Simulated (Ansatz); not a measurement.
`C[SiH](N)[AlH2]`. Charge 0, multiplicity 1. All single points use the PBE0-D4/def2-TZVP geometry. It is one conformer, not always the lowest.

```xyz
12

C    -0.908   -1.459    0.257
Si    0.327   -0.185   -0.382
N    -0.278    0.880   -1.605
Al    1.234    1.238    1.413
H    -1.763   -0.984    0.745
H    -1.288   -2.072   -0.565
H    -0.432   -2.128    0.980
H     1.427   -0.973   -1.022
H    -0.799    1.702   -1.349
H    -0.576    0.528   -2.501
H     2.296    0.701    2.471
H     0.759    2.754    1.559
```

**Question.** What is the dipole moment at ωB97M-V/def2-TZVPP? (Best estimate.)

**Answer.** Ansatz gave: 1.60 D, with components (-1.44, -0.17, -0.66) D in this frame, pointing from negative to positive charge.

**Question.** And with PBE, r2SCAN, B3LYP? (Estimate.)

**Answer.** Computed: PBE 1.67 D, r2SCAN 1.68 D, B3LYP 1.60 D.

**Question.** Give the Mulliken charges with ωB97M-V, r2SCAN, PBE in def2-TZVPP. (An estimate is asked.)

**Answer.** Ansatz gave: 
| atom | ωB97M-V | r2SCAN | PBE |
| --- | --- | --- | --- |
| C1 | -0.45 | -0.30 | -0.37 |
| Si2 | 0.20 | 0.23 | 0.18 |
| N3 | -0.37 | -0.45 | -0.38 |
| Al4 | 0.33 | 0.45 | 0.31 |
| H5 | 0.11 | 0.06 | 0.09 |
| H6 | 0.11 | 0.07 | 0.10 |
| H7 | 0.12 | 0.07 | 0.10 |
| H8 | -0.05 | -0.11 | -0.09 |
| H9 | 0.12 | 0.16 | 0.15 |
| H10 | 0.11 | 0.14 | 0.14 |
| H11 | -0.11 | -0.17 | -0.11 |
| H12 | -0.12 | -0.17 | -0.12 |

B3LYP here is the variant with VWN-RPA as its local correlation; programs differ in this.
